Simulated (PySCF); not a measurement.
[MnCl3]+, quartet: structure and spectrum

Computed with UPBE in PySCF with Mn def2-SVP, Cl def2-SVP; no relativity; density-fitted integrals.

The structure is a minimum.

```xyz
4
charge 1 multiplicity 4, angstrom
Mn    0.0000    0.0000    0.0000
Cl    2.0639    0.0000    0.0000
Cl   -1.0319    1.7874    0.0000
Cl   -1.0319   -1.7874    0.0000
```

| Item | Value |
| --- | --- |
| Point group | D3h |
| Bond lengths | Mn–Cl 2.064 Å (×3) |
| Bond angles | Cl–Mn–Cl 120.0° (×3) |
| Heat capacity Cp at 298.15 K | 74.3 J/(mol K) |
| Lowest empty level (α) | -12.42 eV |
| Zero-point energy | 10.1 kJ/mol |
| Principal quadrupole moments (Buckingham, traceless) about the centre of mass | -6.83, 3.41, 3.41 D Å |
| Rotational symmetry number | 6 |
| Principal polarisabilities | 25.7, 79.8, 79.8 bohr³ |
| Rotational constants | 0.07545, 0.07545, 0.03773 cm⁻¹ |
| Entropy at 298.15 K and 1 bar (electronic part: spin only) | 343.4 J/(mol K) |
| Enthalpy at 298.15 K above 0 K | 17.78 kJ/mol |
| Spin squared ⟨S²⟩ | 3.864 |
| Highest occupied level (α) | -13.45 eV |
| Dipole moment about the centre of mass | 0.00 D |

Harmonic modes (masses in u: Mn 54.938, Cl 34.969):
```json
{"symmetry": "a2''", "ω (cm⁻¹)": "51", "IR (km/mol, summed over degenerate members)": "7.4", "μ (u)": "45.92", "type": "bend"}
{"symmetry": "e'", "ω (cm⁻¹)": "119", "IR (km/mol, summed over degenerate members)": "0.0", "μ (u)": "36.90", "type": "bend"}
{"symmetry": "a1'", "ω (cm⁻¹)": "363", "IR (km/mol, summed over degenerate members)": "0.0", "μ (u)": "34.97", "type": "stretch"}
{"symmetry": "e'", "ω (cm⁻¹)": "521", "IR (km/mol, summed over degenerate members)": "61.9", "μ (u)": "42.97", "type": "stretch"}
```

In D3h the vibrations span a2'' + 2e' + a1'. The a1' mode carries no infrared intensity, as symmetry demands.

Charges (e):
| atom | Mulliken | Löwdin | polar tensor | spin (Mulliken) | Mayer order to Mn1 |
| --- | --- | --- | --- | --- | --- |
| Mn1 | 0.60 | 0.09 | 1.14 | 3.13 | – |
| Cl2,3,4 | 0.13 | 0.30 | -0.05 | -0.04 | 1.48 |

Mulliken populations on Mn1: s 6.40, p 12.65, d 5.35, f 0.00.

Outer orbital energies (eV). α occupied: -16.08, -15.13, -15.13, -14.79, -14.42, -14.15, -13.45, -13.45; empty: -12.42, -12.42, -5.61, -5.35. β occupied: -16.31, -16.31, -15.16, -15.16, -14.81, -14.81, -14.57, -14.28; empty: -11.43, -11.34, -11.33, -11.20.

Formally Mn is in oxidation state +4, d3, with 3 unpaired electrons (the high-spin count). The Mulliken spin on Mn is 3.13. The polar-tensor charge on Mn, 1.14, is far below the formal one.

This need not be the most stable arrangement of these atoms. Open d and f shells are described by one determinant, and the ground state may have another occupation or spin.

The final relaxation and frequency run took roughly 100 core-seconds on a shared host.
